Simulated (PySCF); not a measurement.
# Correlation energy of Pt²⁺ (platinum, charge +2)

[Xe] 4f14 5d8, high-spin 3F determinant. Calculation: PySCF 2.14, in ANO-RCC-VTZP (8s7p5d3f1g, 84 functions); scalar relativity by spin-free X2C-1e. Frozen: [Kr] 4d10 4f14; 16 electrons correlated.

MP2 pair energies summed by pair of shells (mhartree):

```json
{"pair": "5d-5d", "energy": "-186.45", "share (%)": "44.7"}
{"pair": "5p-5d", "energy": "-143.93", "share (%)": "34.5"}
{"pair": "5p-5p", "energy": "-43.08", "share (%)": "10.3"}
{"pair": "5s-5d", "energy": "-20.93", "share (%)": "5.0"}
{"pair": "5s-5p", "energy": "-19.95", "share (%)": "4.8"}
{"pair": "5s-5s", "energy": "-2.94", "share (%)": "0.7"}
```

Total MP2 correlation energy: -417.28 mhartree.

Same-spin part -134.64 and opposite-spin part -282.64 mhartree; SCS-MP2 scales them by 1/3 and 6/5 to -384.05 mhartree.
